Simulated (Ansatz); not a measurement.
`CO[SiH](N)Cl` → `CO[Si]Cl` + NH₃ at 298.15 K and 1 bar (silylene formation by 1,1-elimination).

Gas-phase electronic energies from Ansatz, PBE0-D4/def2-TZVP geometries. CCSD(T)/CBS is the MP2 limit (def2-TZVPP, def2-QZVPP) plus CCSD(T) − MP2 in def2-TZVPP, frozen cores. This one scheme is used for every species. One conformer a species, not always the lowest.

```
       species  CCSD(T)/CBS energy (Eh)  H − E (kJ/mol)  S (J/(mol·K))
`CO[SiH](N)Cl`               -920.52349           231.7          369.8
    `CO[Si]Cl`               -863.93892           132.7          321.4
           NH₃                -56.50880           100.5          192.4
```

H − E and S are ideal-gas, rigid-rotor, harmonic terms from PBE0-D4/def2-TZVP, for one conformer and one mirror image of each species. 1 Eh = 2625.50 kJ/mol, R = 8.31446 J/(mol·K).

Task: By hand: ΔE, ΔH, ΔS and ΔG.

Result: ΔE = (-863.93892) + (-56.50880) − (-920.52349) = 0.07577 Eh = 198.9 kJ/mol. Δ(H − E) = 132.7 + 100.5 − 231.7 = 1.5, so ΔH = 200.4 kJ/mol. ΔS = 321.4 + 192.4 − 369.8 = 144.0 J/(mol·K). ΔG = 200.4 − 298.15 × (144.0)/1000 = 157.5 kJ/mol.

Task: By hand: the equilibrium constant, and the temperature at which ΔG would vanish if ΔH and ΔS stayed fixed.

Result: log₁₀ K = −ΔG/(RT ln 10) = -27.6. ΔG = 0 at ΔH/ΔS = 1392 K.

The number of gas molecules changes by +1, which sets the sign of ΔS. A doubt of 5 kJ/mol in ΔE shifts log₁₀ K by 0.9 here. Other conformers and mirror images would add mixing entropy, several J/(mol·K) or more a flexible species. Modes under 60 cm⁻¹, often nearly free rotors, make the harmonic entropy too high. These are equilibria of isolated gas molecules and say nothing of rates. Largest T1 diagnostic: 0.014 (customary marks: 0.02 for closed shells, 0.045 for open ones).
